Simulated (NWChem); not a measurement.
# Correlation energy of ammonium (H₄N (+1))

```xyz
5

N      0.0000     0.0000     0.0000
H      0.8428     0.0000     0.5960
H     -0.8428     0.0000     0.5960
H      0.0000     0.8428    -0.5960
H      0.0000    -0.8428    -0.5960
```
Charge +1, spin multiplicity 1.

Program: NWChem. The geometry was optimised at B3LYP/def2-SVP, a minimum by its harmonic frequencies.

Basis set: 6-311G**. Each correlation energy counts from its own Hartree-Fock reference.

| method | correlation energy (mHa) | difference from CCSD(T) |
|---|---|---|
| MP2 | -197.5 | +21.4 |
| SCS-MP2 | -199.9 | +19.0 |
| CR-CCSD[T] | -218.4 | +0.5 |
| CR-CCSD(T) | -218.3 | +0.6 |
| CCSD | -214.1 | +4.8 |
| CCSD+T(CCSD) | -219.0 | -0.1 |
| CCSD(T) | -218.9 | 0.0 |

The values span 21.5 mHa, from CCSD+T(CCSD) (lowest) to MP2 (highest). 

The correlated methods keep 1 core orbital frozen. The Pople sets run with spherical d functions. Differences from the coupled-cluster row are differences between methods, not errors against experiment.
